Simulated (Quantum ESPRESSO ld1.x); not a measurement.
K XIII, configuration [He] 2s2 2p3. All-electron calculation, non-relativistic Kohn-Sham, BLYP, spin-unpolarised, spherical densities, point nucleus. Program: ld1.x of Quantum ESPRESSO 7.5. Some entries of the table are withheld. Estimate them.

orbital,occ.,eigenvalue (Ry),<r> (bohr),r(max) (bohr)
1s,2,-292.405,0.08128,0.05346
2s,2,(1),0.3624,0.3063
2p,3,(2),0.3169,0.2466

Answer. 
(1) 2s eigenvalue (Ry): -53.5902
(2) 2p eigenvalue (Ry): -49.4818
